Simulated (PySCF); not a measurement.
SbClBr2, SMILES [Cl][Sb]([Br])[Br]. Coordinates come from a r2SCAN-D4/def2-SVP optimisation. The structure was generated by enumeration; whether it is a known compound was not checked. The def2 effective core potentials stand for the cores of Sb; spin–orbit coupling is left out.

Give the equilibrium geometry at r2SCAN-D4/def2-SVP (PySCF confirms it by a frequency run) as a Z-matrix, and its point group. (An estimate is asked for; the answer gives what the named calculation found.)

point group Cs.
```
Sb
Cl 1 2.3772
Br 1 2.5273 2 98.46
Br 1 2.5273 2 98.46 3 100.45
```
